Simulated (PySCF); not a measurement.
Sn(H)3(OSiH3) (H6OSiSn), SMILES [SnH3][O][SiH3]. Geometry: PBE0-D3(BJ)/def2-SVP. The def2 effective core potentials stand for the cores of Sn; spin–orbit coupling is left out.

Question: Give the equilibrium geometry at PBE0-D3(BJ)/def2-SVP (PySCF confirms it by a frequency run) as a Z-matrix, and its point group. (Estimate from the structure and the level; the computed values follow.)

Answer: point group Cs.
```
O
Si 1 1.6484
H 2 1.4930 1 109.10
H 2 1.5002 3 108.56 1 121.84
H 2 1.5002 3 108.56 4 116.31
Sn 1 1.9867 2 136.91 3 -180.00
H 6 1.7055 1 103.81 2 180.00
H 6 1.7120 7 113.08 1 115.50
H 6 1.7120 7 113.08 8 129.00
```
Charge 0, spin multiplicity 1.
